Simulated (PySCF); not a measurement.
Members of one series of related molecules.

All values: PBE0/pcSseg-1 (PySCF) at GFN2-xTB geometries, gas phase, one conformer each.

(1) Rank by HOMO energy, lowest first.
A. `C=C=C([SiH2]C)[Si@@H](Cl)CC`
B. `C=C=C(CC=C)[Si@@H](Cl)CC`
C. `C=C=C(C)[Si@@H](Cl)CC`
D. `C=C=C(C)[Si@H](Cl)CCCl`

(2) Rank by the highest IAO charge on any atom, highest value first.
A. `C(=C=C)(C)[Si@H](Cl)CCCl`
B. `CC[SiH2]C(=C=C)C`
C. `CC([C@H](CC)Cl)=C=C`
D. `C=C=C(C)[Si@@H](Cl)[SiH2]C`

(3) Rank by the lowest Hirshfeld charge on any atom, highest value first.
A. `C=C=C([SiH3])[Si@@H](Cl)CC`
B. `[Si@H](C(=C=C)[SiH2]C)(Cl)CC`
C. `C=C=C1CCC[Si@@H]1Cl`
D. `C=C=C(C)[Si@H](Cl)C=C`
E. `C=C=C(C)[C@@H](Cl)CC`

Results:

(1) D (-7.72 eV), C (-7.50 eV), B (-7.32 eV), A (-7.20 eV).

(2) A (+0.938 e), B (+0.768 e), D (+0.657 e), C (+0.172 e).

(3) E (-0.123 e), D (-0.142 e), C (-0.163 e), A (-0.203 e), B (-0.214 e).

All values together:

```
                     SMILES                           change     formula  μ (D)  HOMO (eV)  LUMO (eV)  lowest IAO charge (e)  highest IAO charge (e)  lowest Hirshfeld charge (e)  highest Hirshfeld charge (e)
      C=C=C(C)[Si@@H](Cl)CC                           parent   C6H11ClSi   1.86      -7.50      -0.23             -0.540 (C)             +0.941 (Si)                   -0.158 (C)                   +0.367 (Si)
 C=C=C([SiH3])[Si@@H](Cl)CC                 C replaced by Si  C5H11ClSi2   2.02      -7.27      -0.61             -0.604 (C)             +0.946 (Si)                   -0.203 (C)                   +0.365 (Si)
   C=C=C(CC=C)[Si@@H](Cl)CC         H on C replaced by vinyl   C8H13ClSi   1.96      -7.32      -0.48             -0.539 (C)             +0.938 (Si)                   -0.162 (C)                   +0.365 (Si)
      C=C=C(C)[Si@H](Cl)C=C             C-C bond made double    C6H9ClSi   2.02      -7.52      -0.71             -0.435 (C)             +0.943 (Si)                   -0.142 (C)                   +0.362 (Si)
     C=C=C(C)[Si@H](Cl)CCCl            H on C replaced by Cl  C6H10Cl2Si   2.58      -7.72      -0.46             -0.546 (C)             +0.938 (Si)                   -0.167 (C)                   +0.371 (Si)
       C=C=C(C)[C@@H](Cl)CC                 Si replaced by C     C7H11Cl   2.03      -7.28      -0.14             -0.421 (C)              +0.172 (H)                   -0.123 (C)                    +0.059 (H)
C=C=C([SiH2]C)[Si@@H](Cl)CC    SiH2 inserted into a C-C bond  C6H13ClSi2   1.48      -7.20      -0.67             -0.717 (C)             +0.943 (Si)                   -0.214 (C)                   +0.367 (Si)
 C=C=C(C)[Si@@H](Cl)[SiH2]C                 C replaced by Si  C5H11ClSi2   1.55      -7.32      -0.52             -0.699 (C)             +0.657 (Si)                   -0.208 (C)                   +0.273 (Si)
           C=C=C(C)[SiH2]CC  terminal Cl group replaced by H     C6H12Si   0.26      -7.28       0.25             -0.529 (C)             +0.768 (Si)                   -0.156 (C)                   +0.338 (Si)
        C=C=C1CCC[Si@@H]1Cl    ring closed by a new C-C bond    C6H9ClSi   1.86      -7.25      -0.47             -0.555 (C)             +0.929 (Si)                   -0.163 (C)                   +0.362 (Si)
```

Conformers: `[CH2:1]=[C:2]=[C:3]([CH3:4])[Si@@H:5]([Cl:6])[CH2:7][CH3:8]` with C2–C3–Si5–Cl6 -119°, C3–Si5–C7–C8 66°; `[CH2:1]=[C:2]=[C:3]([SiH3:4])[Si@@H:5]([Cl:6])[CH2:7][CH3:8]` with C2–C3–Si5–Cl6 -118°, C3–Si5–C7–C8 -178°; `[CH2:1]=[C:2]=[C:3]([CH2:4][CH:5]=[CH2:6])[Si@@H:7]([Cl:8])[CH2:9][CH3:10]` with C2–C3–C4–C5 105°, C3–C4–C5–C6 108°, C2–C3–Si7–Cl8 143°, C3–Si7–C9–C10 55°; `[CH2:1]=[C:2]=[C:3]([CH3:4])[Si@H:5]([Cl:6])[CH:7]=[CH2:8]` with C2–C3–Si5–Cl6 -127°, C3–Si5–C7–C8 -26°; `[CH2:1]=[C:2]=[C:3]([CH3:4])[Si@H:5]([Cl:6])[CH2:7][CH2:8][Cl:9]` with C2–C3–Si5–Cl6 116°, C3–Si5–C7–C8 166°, Si5–C7–C8–Cl9 179°; `[CH2:1]=[C:2]=[C:3]([CH3:4])[C@@H:5]([Cl:6])[CH2:7][CH3:8]` with C2–C3–C5–Cl6 -101°, C3–C5–C7–C8 176°; `[CH2:1]=[C:2]=[C:3]([SiH2:4][CH3:5])[Si@@H:6]([Cl:7])[CH2:8][CH3:9]` with C2–C3–Si4–C5 120°, C2–C3–Si6–Cl7 -103°, C3–Si6–C8–C9 62°; `[CH2:1]=[C:2]=[C:3]([CH3:4])[Si@@H:5]([Cl:6])[SiH2:7][CH3:8]` with C2–C3–Si5–Cl6 0°, C3–Si5–Si7–C8 -165°; `[CH2:1]=[C:2]=[C:3]([CH3:4])[SiH2:5][CH2:6][CH3:7]` with C2–C3–Si5–C6 7°, C3–Si5–C6–C7 177°; `[CH2:1]=[C:2]=[C:3]1[CH2:4][CH2:5][CH2:6][Si@@H:7]1[Cl:8]` with C2–C3–C4–C5 153°, C3–C4–C5–C6 46°, C4–C5–C6–Si7 -42°, C5–C6–Si7–Cl8 139°.

Q: Give the shifts from the parent, `C=C=C(C)[Si@@H](Cl)CC`.

A: 
| SMILES | change in μ (D) | change in HOMO (eV) | change in LUMO (eV) |
| --- | --- | --- | --- |
| C=C=C([SiH3])[Si@@H](Cl)CC | +0.16 | +0.23 | -0.38 |
| C=C=C(CC=C)[Si@@H](Cl)CC | +0.10 | +0.18 | -0.25 |
| C=C=C(C)[Si@H](Cl)C=C | +0.16 | -0.02 | -0.48 |
| C=C=C(C)[Si@H](Cl)CCCl | +0.72 | -0.22 | -0.23 |
| C=C=C(C)[C@@H](Cl)CC | +0.17 | +0.22 | +0.09 |
| C=C=C([SiH2]C)[Si@@H](Cl)CC | -0.38 | +0.30 | -0.44 |
| C=C=C(C)[Si@@H](Cl)[SiH2]C | -0.31 | +0.18 | -0.29 |
| C=C=C(C)[SiH2]CC | -1.60 | +0.22 | +0.48 |
| C=C=C1CCC[Si@@H]1Cl | 0.00 | +0.25 | -0.24 |
